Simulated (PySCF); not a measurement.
## Calculated properties of `CC(C)(C)C1CC1`

Compound: C7H14.
Z-matrix (Å and degrees, GFN2-xTB geometry), rows numbered from 1:
```
C 
C   1  1.5332
C   2  1.5333  1  109.44
C   2  1.5295  1  108.91  3  -118.90
C   2  1.5235  1  108.04  3   117.50
C   5  1.4987  2  123.83  1    83.78
C   5  1.4984  2  123.88  1   157.87
H   1  1.0877  2  110.39  3  -178.92
H   1  1.0877  2  110.48  3    60.96
H   1  1.0879  2  110.64  3   -59.06
H   3  1.0880  2  110.66  1    59.28
H   3  1.0877  2  110.46  1   -60.76
H   3  1.0877  2  110.38  1   179.16
H   4  1.0868  2  111.32  1   -59.83
H   4  1.0869  2  111.28  1   178.60
H   4  1.0880  2  109.46  1    59.40
H   5  1.0857  2  110.96  1   -59.14
H   6  1.0785  5  119.09  7  -107.26
H   6  1.0801  5  118.19  7   108.53
H   7  1.0784  5  119.09  6   107.26
H   7  1.0801  5  118.19  6  -108.50
```

Structural features include: cyclopropane ring.

From GFN2-xTB geometry:

| Item | Value |
| --- | --- |
| Point group of the GFN2-xTB geometry | Cs |
| Rotational constants A, B, C of the GFN2-xTB geometry | 3.743, 2.016, 1.904 GHz |

From PBE0/pcSseg-1 ground state and GIAO shieldings, non-relativistic (PySCF):

| Quantity | Value |
| --- | --- |
| Dipole moment | 0.09 D |
| HOMO energy | -7.88 eV |
| LUMO energy | 1.47 eV |
| HOMO–LUMO gap | 9.35 eV |
| Lowest Hirshfeld atomic charge | -0.12 e on C1/C3/C4 |
| Highest Hirshfeld atomic charge | +0.04 e on H8, H9, H10, H11, H12, H13, H14, H15, H16, H17, H18, H19, H20, H21 |
| 13C chemical shifts (computed TMS as zero) by class | 31.9 (C2), 29.6 (C1/C3/C4), 25.6 (C5), 2.3 (C6/C7) ppm |
| 1H chemical shifts (computed TMS as zero) by class | 0.88 (H8/H9/H10/H11/H12/H13/H14/H15/H16), 0.58 (H17), 0.32 (H19/H21), 0.26 (H18/H20) ppm |
| Mayer bond orders between heavy atoms | C1–C2 1.02, C2–C3 1.02, C2–C4 1.02, C2–C5 0.95, C5–C6 0.97, C6–C7 0.98, C7–C5 0.97 |

Monoisotopic mass from the formula: 98.1096 u.

With B = h/(8π²I), that is 505.379 GHz u Å² over I, the principal moments of inertia are 135.0, 250.6 and 265.4 u Å² (most abundant isotopes); the inertial defect Ic − Ia − Ib is -120.2 u Å² (zero for a rigid planar frame, negative otherwise). The rotational constants make it an asymmetric top with κ = (2B − A − C)/(A − C) = -0.88, nearer the prolate limit (−1).

Geometry: GFN2-xTB; no solvent or vibrations. NMR classes are plain means over equivalent atoms (diastereotopic ones count apart unless rotation or inversion swaps them), as if these changed places fast; in this geometry the members of some classes differ.
